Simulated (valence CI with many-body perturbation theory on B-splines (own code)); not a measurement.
Results of a calculation; reference values are marked as such.
## Hyperfine factors and g values of I XXIII

Method: valence CI with perturbative core correlation (CI+MBPT): three valence electrons over a frozen Dirac-Fock core [Ar] 3d10, radial functions for each j: 11 s, 11 p, 10 d, 8 f, 5 g, 2 h, with the one-electron correlation potential Σ1, the two-electron term Σ2, the three-electron term Σ3, Breit, model QED; selected CI, second order for the rest, scaled by the run's own slope (own B-spline code, finite nucleus).

No measured levels were compared; by estimate levels hold to about 250 cm⁻¹ or 0.2 % of their energy and the worst to 1 %, as in measured heavy ions of charge 2 to 7; those with d or f electrons hold less well.

A/g_I is the dipole constant over the nuclear g factor μ/I (μ in nuclear magnetons, uniformly magnetised nucleus), B/Q the quadrupole constant per barn. Both hold the static response of the core; the bare values leave it out. Large factors of s and p1/2 electrons are usually good to 5 to 10 %; those of open d and f shells near neutrality can be off by tens of per cent, and small factors of p3/2, d and f electrons come from cancelling terms and can be off by a factor of two or in sign, in half-filled shells by more. B is blank for J = 1/2, where it vanishes, and for nearly pure S terms. Energies count from the lowest level.

Names give the largest LS component (configuration and term), which can be under half, so a name can repeat, a term be missing and a line seem to break the LS rules; names also repeat where a configuration has a term twice. Letters in brackets count levels of one name in rising energy.

```tsv
Level	E (cm⁻¹)	g	A/g_I (MHz)	A/g_I bare	B/Q (MHz/b)	B/Q bare
4s²4p ²P°_1/2	0	0.664	88400	84400		
4s²4p ²P°_3/2	125070	1.332	14200	13400	26600	25300
4s4p² ⁴P_1/2	381050	2.488	239000	228000		
4s4p² ⁴P_3/2	462450	1.703	74200	70800	21700	20600
4s4p² ⁴P_5/2	495420	1.453	82200	78400	-310	-287
4s4p² ²D_3/2	551720	0.887	-6810	-6460	28300	26800
4s4p² ²P_1/2	583610	1.151	-19200	-18200		
4s4p² ²D_5/2	615970	1.344	70500	67200	24500	23200
4s4p² ²S_1/2	708620	1.693	273000	260000		
4s4p² ²P_3/2	716340	1.268	-31800	-30300	-19600	-18600
4s²4d ²D_3/2	836930	0.803	3020	3090	6130	5830
4s²4d ²D_5/2	859110	1.200	6500	6370	7970	7580
4p³ ²P°_3/2 [a]	959550	1.357	11100	10800	22900	21700
4p³ ⁴S°_3/2	1052800	1.445	-3500	-3060	-520	-492
4p³ ²D°_5/2	1058500	1.196	30600	29300	-4660	-4420
4p³ ²P°_1/2	1116200	0.664	84800	80600		
4s4p4d ⁴F°_3/2	1131700	0.458	-28100	-26700	9140	8660
4s4p4d ⁴F°_5/2	1154100	1.050	43600	41700	3880	3680
4s4p4d ⁴F°_7/2	1192600	1.255	48900	46800	2800	2650
4s4p4d ⁴P°_5/2	1201100	1.448	46700	44800	6190	5860
4p³ ²P°_3/2 [b]	1201400	1.328	19100	18400	-12000	-11400
4s4p4d ⁴D°_1/2	1210900	0.333	-104000	-98600		
4s4p4d ⁴D°_3/2	1211900	1.336	25800	24800	-5870	-5580
4s4p4d ²F°_5/2 [a]	1257000	0.965	12400	12000	13800	13100
4s4p4d ⁴F°_9/2	1271500	1.332	39200	37500	32600	30900
4s4p4d ²D°_3/2 [a]	1272000	0.910	-27100	-25700	795	780
4s4p4d ⁴P°_1/2	1297500	2.368	155000	148000		
4s4p4d ⁴D°_5/2	1298900	1.305	47800	45700	368	351
4s4p4d ⁴D°_7/2	1301300	1.375	45300	43400	1370	1320
4s4p4d ⁴P°_3/2	1301500	1.507	60100	57500	-7450	-7060
4s4p4d ²D°_5/2 [a]	1329800	1.287	57700	55100	-10100	-9570
4s4p4d ²D°_3/2 [b]	1357200	1.060	-12700	-12000	-6900	-6550
4s4p4d ²F°_7/2 [a]	1374600	1.143	-3600	-3300	32200	30600
4s4p4d ²F°_5/2 [b]	1393900	0.892	-16600	-15700	22000	20800
4s4p4d ²F°_7/2 [b]	1395000	1.175	36200	34700	22500	21300
4s4p4d ²P°_1/2 [a]	1413200	0.626	-57700	-54700		
4s4p4d ²P°_1/2 [b]	1427800	0.666	-2650	-2260		
4s4p4d ²P°_3/2 [a]	1445000	1.149	-9410	-8660	-13100	-12400
4s4p4d ²P°_3/2 [b]	1445500	1.171	76700	73200	1120	1070
4s4p4d ²D°_5/2 [b]	1452600	1.160	-19200	-18100	-15300	-14500
```

**Question.** Take the isotope of mass number 129, with I = 7/2, μ = 2.6165 μN and Q = -0.483 b. What is the hyperfine structure of 4s²4p ²P°_1/2?

**Answer.** From the table A = 66100 MHz. Shifts from the centre of gravity in MHz: F = 3: -149000, F = 4: 116000.
